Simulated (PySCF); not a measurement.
A run for PySCF: U-HF/6-31G* on CH5Al (SMILES [CH3][AlH2]), a point of a bond scan (R = 2.639 Å).

```python
from pyscf import gto, scf, dft, mp
from pyscf.data.elements import chemcore

mol = gto.M(
    atom='''
    C    -1.23512650   -0.09453057   -0.00078552
    Al    1.39680038    0.09977718   -0.00315662
    H    -1.68013597    0.54438206   -0.76954883
    H    -1.59248422   -1.11401399   -0.15613004
    H    -1.63918751    0.25553852    0.95567754
    H     2.08108059    1.52847185    0.02919930
    H     2.31835231   -1.18865727   -0.02266981
    ''',
    basis='6-31g*',
    cart=True,
    charge=0, spin=0, verbose=3, max_memory=1800)
mf = scf.UHF(mol)
mf.conv_tol = 1e-8
mf.max_cycle = 100
mf.init_guess_breaksym = True
mf.kernel()
if not mf.converged:
    mf = mf.newton().run(mf.mo_coeff, mf.mo_occ)
for _ in range(4):
    mo, _, stable, _ = mf.stability(return_status=True)
    if stable:
        break
    mf.kernel(mf.make_rdm1(mo, mf.mo_occ))
```

**Question.** What total energy does the run end on?

**Answer.** -282.6039 hartree.
